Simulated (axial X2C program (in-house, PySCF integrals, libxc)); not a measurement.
Potential curves of CoSi, without spin–orbit coupling

Computed with an in-house relativistic program for diatomic molecules. Spin-free means the one-electron spin-free X2C Hamiltonian. Basis: Co dyall-cv3z [9s10p6d3f2g], Si dyall-v3z [8s7p2d1f] (cores contracted in-house); Gaussian nuclei, density fitting, unrestricted open shells. Masses: Co 58.933 u, Si 27.977 u.

State: M_S = 1/2, Λ = 3 (beyond evenly filled blocks: σα, π+β, δ+α, δ+β, δ-α). Energies in kJ/mol from the fragments at the same level (Co + Si). Fits are polynomials in 1 − R0/R over 0.85 to 1.23 times the lowest point R0.

```json
{"R (Å)": "1.9671", "PBE0": "-139.31", "BP86": "-239.46"}
{"R (Å)": "2.0575", "PBE0": "-167.96", "BP86": "-256.98"}
{"R (Å)": "2.1253", "PBE0": "-180.38", "BP86": "-262.94"}
{"R (Å)": "2.1932", "PBE0": "-186.77", "BP86": "-264.26"}
{"R (Å)": "2.2610", "PBE0": "-188.43", "BP86": "-261.99"}
{"R (Å)": "2.3401", "PBE0": "-185.82", "BP86": "-255.92"}
{"R (Å)": "2.4193", "PBE0": "-179.57", "BP86": "-247.14"}
{"R (Å)": "2.5210", "PBE0": "-167.88", "BP86": "-233.26"}
{"R (Å)": "2.6454", "PBE0": "-150.17", "BP86": "-213.99"}
{"R (Å)": "2.8262", "PBE0": "-121.61", "BP86": "-184.58"}
```

One determinant describes the state; a PBE0 search over occupations chose it and may have missed a lower one. De is counted from the lowest determinant-based energies of the atoms at the same level, without counterpoise correction. PBE0 can misorder states that lie within some tenths of an eV, so this need not be the ground state of the molecule. The nearest other spin-free determinant of the search, M_S = 3/2, Λ = 1, lies 0.05 eV up at the distance of the search. The functionals have no current-density term, which raises determinants with orbital currents, atoms included. With several unpaired electrons one determinant need not be a pure state. At some level and bond length an empty orbital lies below a filled one. The determinant is spin-polarised beyond a pure state at some levels (its spin-free form has ⟨S²⟩ too high), which makes Re and μ there less reliable.

Task: What are Re, ωe and De at the PBE0 level?

Result: At PBE0, spin-free: Re = 2.255 Å, ωe ≈ 347 cm⁻¹, De = 1.95 eV to Co + Si; Be follows as 0.175 cm⁻¹.

Task: Fit the BP86 curve near its minimum: give the equilibrium distance, the harmonic wavenumber and the well depth.

Result: At BP86, spin-free: Re = 2.181 Å, ωe ≈ 347 cm⁻¹, De = 2.74 eV to Co + Si; Be follows as 0.187 cm⁻¹.
